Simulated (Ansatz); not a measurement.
`[SH][Sn][Cl]` + H–F → `[F][Sn][Cl]` + H₂S at 298.15 K and 1 bar (ligand exchange at the Sn–S bond).

Calculated with Ansatz (gas phase, PBE0-D4/def2-TZVP geometries, no zero-point term in ΔE). CCSD(T)/CBS is the MP2 limit (def2-TZVPP, def2-QZVPP) plus CCSD(T) − MP2 in def2-TZVPP, frozen cores. This one scheme is used for every species. Elements past krypton have def2 core potentials. For Sn outer-core shells are correlated without core-valence functions, which leaves a few kJ/mol of doubt a bond. Each species was taken in one conformer, which may not be the lowest.

```tsv
species	CCSD(T)/CBS energy (Eh)	H − E (kJ/mol)	S (J/(mol·K))
`[SH][Sn][Cl]`	-1072.27294	41.6	319.0
H–F	-100.39570	33.5	173.6
`[F][Sn][Cl]`	-773.69640	19.5	299.8
H₂S	-398.97279	49.9	205.7
```

H − E and S are ideal-gas, rigid-rotor, harmonic terms from PBE0-D4/def2-TZVP, for one conformer and one mirror image of each species. 1 Eh = 2625.50 kJ/mol, R = 8.31446 J/(mol·K).

By hand: ΔE, ΔH, ΔS and ΔG.

ΔE = (-773.69640) + (-398.97279) − (-1072.27294) − (-100.39570) = -0.00055 Eh = -1.4 kJ/mol. Δ(H − E) = 19.5 + 49.9 − 41.6 − 33.5 = -5.7, so ΔH = -7.1 kJ/mol. ΔS = 299.8 + 205.7 − 319.0 − 173.6 = 12.9 J/(mol·K). ΔG = -7.1 − 298.15 × (12.9)/1000 = -10.9 kJ/mol.

By hand: the equilibrium constant, and the temperature at which ΔG would vanish if ΔH and ΔS stayed fixed.

log₁₀ K = −ΔG/(RT ln 10) = 1.9. ΔH and −TΔS have one sign here, so there is no such temperature.

TΔS isn't small against ΔH here. A doubt of 5 kJ/mol in ΔE shifts log₁₀ K by 0.9 here. Other conformers and mirror images would add mixing entropy, several J/(mol·K) or more a flexible species. These are equilibria of isolated gas molecules and say nothing of rates. Largest T1 diagnostic: 0.016 (customary marks: 0.02 for closed shells, 0.045 for open ones).

ΔS is within the doubt of such terms, so its sign, and with it that verdict, could turn.
